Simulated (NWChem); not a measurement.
System: AlHOBrCl; SMILES [Al]([Cl])([OH])[Br]

NWChem printed, in part:

```
             Northwest Computational Chemistry Package (NWChem) 7.3.0
             --------------------------------------------------------

 CS  symmetry detected

                             Geometry "geometry" -> ""
                             -------------------------

 Output coordinates in angstroms (scale by  1.889725989 to convert to a.u.)

  No.       Tag          Charge          X              Y              Z
 ---- ---------------- ---------- -------------- -------------- --------------
    1 Al                  13.0000     0.43368513    -0.61339627     0.00000000
    2 Cl                  17.0000    -0.96590586    -2.17142175     0.00000000
    3 Br                  35.0000    -0.24735520     1.53545364     0.00000000
    4 O                    8.0000     2.08029590    -1.05625854     0.00000000
    5 H                    1.0000     2.79755782    -0.40248779     0.00000000

 Effective nuclear repulsion energy (a.u.)     357.5912376557

      Symmetry information
      --------------------

 Group name             Cs
 Group number              2
 Group order               2
 No. of unique centers     5

  pbe96 is a nonlocal functional; adding pw91lda local functional.

                                 NWChem DFT Module
                                 -----------------

 Summary of "ao basis" -> "ao basis" (spherical)
 ------------------------------------------------------------------------------
       Tag                 Description            Shells   Functions and Types
 ---------------- ------------------------------  ------  ---------------------
 Al                         def2-svp                 8       18   4s3p1d
 Cl                         def2-svp                 8       18   4s3p1d
 Br                         def2-svp                12       32   5s4p3d
 O                          def2-svp                 6       14   3s2p1d
 H                          def2-svp                 3        5   2s1p

      Symmetry analysis of basis
      --------------------------

        a'         62
        a"         25

            General Information
            -------------------
          SCF calculation type: DFT
          Wavefunction type:  closed shell.
          No. of atoms     :     5
          No. of electrons :    74
           Alpha electrons :    37
            Beta electrons :    37
          Charge           :     0
          Spin multiplicity:     1
          Use of symmetry is: off; symmetry adaption is: on
          Maximum number of iterations: 150
          AO basis - number of functions:    87
                     number of shells:    37
          Convergence on energy requested:  1.00D-06
          Convergence on density requested:  1.00D-05
          Convergence on gradient requested:  5.00D-04

              XC Information
              --------------
          PerdewBurkeErnzerhof Exchange Functional  1.000
            Perdew 1991 LDA Correlation Functional  1.000 local
           PerdewBurkeErnz. Correlation Functional  1.000 non-local

             Grid Information
             ----------------
          Grid used for XC integration:  medium
          Radial quadrature: Mura-Knowles
          Angular quadrature: Lebedev.
          Tag              B.-S. Rad. Rad. Pts. Rad. Cut. Ang. Pts.
          ---              ---------- --------- --------- ---------
          Al                  1.25       88           8.0       590
          Cl                  1.00       88          11.0       590
          Br                  1.15      112          10.0       590
          O                   0.60       49          10.0       434
          H                   0.35       45          10.0       434
          Grid pruning is: on
          Number of quadrature shells:   382
          Spatial weights used:  Erf1

      Superposition of Atomic Density Guess
      -------------------------------------

 Sum of atomic energies:       -3348.39117781

      Non-variational initial energy
      ------------------------------

 Total energy =   -3349.076861
 1-e energy   =   -5369.993468
 2-e energy   =    1663.325369
 HOMO         =      -0.411158
 LUMO         =      -0.028862

      Symmetry analysis of molecular orbitals - initial
      -------------------------------------------------

  Numbering of irreducible representations:

     1 a'          2 a"

  Orbital symmetries:

     1 a'          2 a'          3 a'          4 a'          5 a'
     6 a"          7 a'          8 a'          9 a'         10 a'
    11 a'         12 a'         13 a"         14 a'         15 a'
    16 a"         17 a'         18 a'         19 a'         20 a"
    21 a'         22 a'         23 a"         24 a'         25 a"
    26 a'         27 a'         28 a'         29 a'         30 a'
    31 a'         32 a"         33 a'         34 a"         35 a'
    36 a"         37 a'         38 a'         39 a"         40 a'
    41 a'         42 a'         43 a'         44 a'         45 a"
    46 a'         47 a"

 !! scf_movecs_sym_adapt:    2 vectors were symmetry contaminated

  Symmetry fudging

   convergence    iter        energy       DeltaE   RMS-Dens  Diis-err
 ---------------- ----- ----------------- --------- --------- ---------
 d= 0,ls=0.0,diis     1  -3351.3182037205 -3.71D+03  2.22D-02  9.62D-01

 !! scf_movecs_sym_adapt:    2 vectors were symmetry contaminated

  Symmetry fudging
 d= 0,ls=0.0,diis     2  -3350.9324896233  3.86D-01  1.68D-02  4.40D+00

 !! scf_movecs_sym_adapt:    2 vectors were symmetry contaminated

  Symmetry fudging
 d= 0,ls=0.0,diis     3  -3351.4003063111 -4.68D-01  4.60D-03  1.66D-01
 d= 0,ls=0.0,diis     4  -3351.4128591000 -1.26D-02  2.33D-03  4.13D-02
 d= 0,ls=0.0,diis     5  -3351.4183358664 -5.48D-03  4.18D-04  1.23D-03
  Resetting Diis
 d= 0,ls=0.0,diis     6  -3351.4185232843 -1.87D-04  5.98D-05  3.48D-05
 d= 0,ls=0.0,diis     7  -3351.4185273722 -4.09D-06  4.32D-05  2.81D-06
 d= 0,ls=0.0,diis     8  -3351.4185265951  7.77D-07  2.54D-05  9.52D-06
 d= 0,ls=0.0,diis     9  -3351.4185277672 -1.17D-06  5.19D-06  3.09D-07
 d= 0,ls=0.0,diis    10  -3351.4185278017 -3.46D-08  1.16D-06  1.80D-08

         Total DFT energy =    -3351.418527801742
      One electron energy =    -5371.998127693671
           Coulomb energy =     1809.474104371053
    Exchange-Corr. energy =     -146.485742134850
 Nuclear repulsion energy =      357.591237655725

 Numeric. integr. density =       73.999998493175

                  Occupations of the irreducible representations
                  ----------------------------------------------

                     irrep           alpha         beta
                     --------     --------     --------
                     a'               28.0         28.0
                     a"                9.0          9.0

                       DFT Final Molecular Orbital Analysis
                       ------------------------------------

 Vector   35  Occ=2.000000D+00  E=-2.839314D-01  Symmetry=a"
              MO Center=  3.9D-01, -1.3D+00, -3.3D-09, r^2= 4.1D+00
   Bfn.  Coefficient  Atom+Function         Bfn.  Coefficient  Atom+Function
  ----- ------------  ---------------      ----- ------------  ---------------
    31      0.459022  2 Cl pz                74     -0.400845  4 O  pz
    28      0.331372  2 Cl pz                77     -0.301551  4 O  pz
    25      0.194381  2 Cl pz                53     -0.180385  3 Br pz
    50     -0.164713  3 Br pz                47      0.109681  3 Br pz
    17      0.065338  1 Al d  1              13     -0.043676  1 Al pz

 Vector   36  Occ=2.000000D+00  E=-2.762745D-01  Symmetry=a"
              MO Center=  3.3D-01,  8.3D-01, -2.4D-10, r^2= 3.5D+00
   Bfn.  Coefficient  Atom+Function         Bfn.  Coefficient  Atom+Function
  ----- ------------  ---------------      ----- ------------  ---------------
    53      0.525325  3 Br pz                50      0.456962  3 Br pz
    74     -0.315270  4 O  pz                47     -0.305749  3 Br pz
    77     -0.238949  4 O  pz                44      0.099489  3 Br pz
    15      0.050676  1 Al d -1              31     -0.047933  2 Cl pz
    17      0.045301  1 Al d  1              28     -0.036089  2 Cl pz

[...]

                                NWChem TDDFT Module
                                -------------------

            General Information
            -------------------
           No. of orbitals :     174
            Alpha orbitals :      87
             Beta orbitals :      87
        Alpha frozen cores :       0
         Beta frozen cores :       0
     Alpha frozen virtuals :       0
      Beta frozen virtuals :       0
         Spin multiplicity :       1
    Number of AO functions :      87
        Use of symmetry is : off
      Symmetry adaption is : on
         Schwarz screening :  0.10D-07

              XC Information
              --------------
   PerdewBurkeErnzerhof Exchange Functional   1.00
     Perdew 1991 LDA Correlation Functional   1.00 local
    PerdewBurkeErnz. Correlation Functional   1.00 non-local

             TDDFT Information
             -----------------
          Calculation type : TDDFT
         Wavefunction type : Restricted singlets
          No. of electrons :      74
           Alpha electrons :      37
            Beta electrons :      37
              No. of roots :       6
          Max subspacesize :    5200
            Max iterations :     100
               Target root :       1
           Target symmetry : none
      Symmetry restriction : off
                 Algorithm : Optimal
        Davidson threshold :  0.10D-03

    6 smallest eigenvalue differences (eV)
--------------------------------------------------------
  No. Spin  Occ  Vir  Irrep   E(Occ)    E(Vir)   E(Diff)
--------------------------------------------------------
    1    1   37   38 a'       -0.269    -0.067     5.492
    2    1   36   38 a"       -0.276    -0.067     5.688
    3    1   35   38 a"       -0.284    -0.067     5.897
    4    1   37   39 a"       -0.269    -0.046     6.079
    5    1   34   38 a'       -0.291    -0.067     6.090
    6    1   36   39 a'       -0.276    -0.046     6.276
--------------------------------------------------------

  Entering Davidson iterations
  Restricted singlet excited states

  Iter   NTrls   NConv    DeltaV     DeltaE      Time
  ----  ------  ------  ---------  ---------  ---------
    1      6       0     0.29E+00   0.10+100        3.7
    2     12       0     0.12E+00   0.33E-01        3.9
    3     24       0     0.42E-01   0.91E-02        5.1
    4     36       0     0.14E-01   0.49E-03        4.8
    5     48       0     0.42E-02   0.63E-04        4.6
    6     60       0     0.16E-02   0.64E-05        5.6
    7     72       1     0.71E-03   0.94E-06        4.6
    8     82       4     0.28E-03   0.14E-06        4.3
    9     86       5     0.11E-03   0.21E-07        3.3
   10     88       6     0.69E-04   0.25E-08        3.0
  ----  ------  ------  ---------  ---------  ---------
  Convergence criterion met

  Ground state a'      -3351.418527801742 a.u.

  ----------------------------------------------------------------------------
  Root   1 singlet a'             0.206614112 a.u.                5.6223 eV
  ----------------------------------------------------------------------------
     Transition Moments    X  0.27711   Y  0.12545   Z  0.00000
     Dipole Oscillator Strength                    0.0127449652
     Electric Quadrupole                           0.0000000079
     Magnetic Dipole                               0.0000001383
     Total Oscillator Strength                     0.0127451113

     Occ.   34  a'  ---  Virt.   38  a'   0.05280 X
     Occ.   35  a"  ---  Virt.   39  a"   0.07350 X
     Occ.   37  a'  ---  Virt.   38  a'  -0.99374 X
  ----------------------------------------------------------------------------
  Root   2 singlet a"             0.212318490 a.u.                5.7775 eV
  ----------------------------------------------------------------------------
     Transition Moments    X -0.00000   Y -0.00000   Z  0.12731
     Dipole Oscillator Strength                    0.0022941575
     Electric Quadrupole                           0.0000000631
     Magnetic Dipole                               0.0000004202
     Total Oscillator Strength                     0.0022946407

     Occ.   36  a"  ---  Virt.   38  a'  -0.99944 X
  ----------------------------------------------------------------------------
  Root   3 singlet a"             0.219928904 a.u.                5.9846 eV
  ----------------------------------------------------------------------------
     Transition Moments    X  0.00000   Y  0.00000   Z -0.13759
     Dipole Oscillator Strength                    0.0027755878
     Electric Quadrupole                           0.0000000613
     Magnetic Dipole                               0.0000005879
     Total Oscillator Strength                     0.0027762370

     Occ.   32  a"  ---  Virt.   38  a'  -0.06103 X
     Occ.   35  a"  ---  Virt.   38  a'  -0.99699 X
  ----------------------------------------------------------------------------
  Root   4 singlet a"             0.225037185 a.u.                6.1236 eV
  ----------------------------------------------------------------------------
     Transition Moments    X -0.00000   Y -0.00000   Z -0.00614
     Dipole Oscillator Strength                    0.0000056625
     Electric Quadrupole                           0.0000000006
     Magnetic Dipole                               0.0000001541
     Total Oscillator Strength                     0.0000058172

     Occ.   37  a'  ---  Virt.   39  a"  -0.99903 X
  ----------------------------------------------------------------------------
  Root   5 singlet a'             0.228891304 a.u.                6.2285 eV
  ----------------------------------------------------------------------------
     Transition Moments    X  0.34707   Y -0.23330   Z -0.00000
     Dipole Oscillator Strength                    0.0266865049
     Electric Quadrupole                           0.0000000263
     Magnetic Dipole                               0.0000000214
     Total Oscillator Strength                     0.0266865525

     Occ.   33  a'  ---  Virt.   38  a'  -0.15091 X
     Occ.   34  a'  ---  Virt.   38  a'  -0.94057 X
     Occ.   36  a"  ---  Virt.   39  a"   0.29567 X
  ----------------------------------------------------------------------------
  Root   6 singlet a'             0.238885526 a.u.                6.5004 eV
  ----------------------------------------------------------------------------
     Transition Moments    X -0.19231   Y -0.05303   Z  0.00000
     Dipole Oscillator Strength                    0.0063375963
     Electric Quadrupole                           0.0000000178
     Magnetic Dipole                               0.0000001213
     Total Oscillator Strength                     0.0063377354

     Occ.   33  a'  ---  Virt.   38  a'   0.75820 X
     Occ.   34  a'  ---  Virt.   38  a'   0.07239 X
     Occ.   35  a"  ---  Virt.   39  a"  -0.09517 X
     Occ.   36  a"  ---  Virt.   39  a"   0.63700 X

              Target root =      1
          Target symmetry = none
      Ground state energy =  -3351.418527801742
        Excitation energy =      0.206614111778
     Excited state energy =  -3351.211913689964

  stored tddft:energy   -3351.2119136899641
```

Level: PBE/def2-SVP, full TDDFT. All runs use the structure optimised with PBE-D3(BJ)/def2-SVP.

Question: Reconstruct the input file.

Answer: One answer among several that fit: the input that was run:
```
start job
memory heap 200 mb stack 900 mb global 1100 mb
geometry units angstroms noautoz
  Al     0.460964    -0.670445     0.000000
  Cl    -1.006298    -2.164915     0.000000
  Br    -0.124178     1.506475     0.000000
  O      2.086331    -1.185844     0.000000
  H      2.831861    -0.564502     0.000000
end
basis spherical
  Al library def2-svp
  Cl library def2-svp
  Br library def2-svp
  O library def2-svp
  H library def2-svp
end
dft
  xc xpbe96 cpbe96
  iterations 150
end
tddft
  nroots 6
  notriplet
end
task tddft energy
```
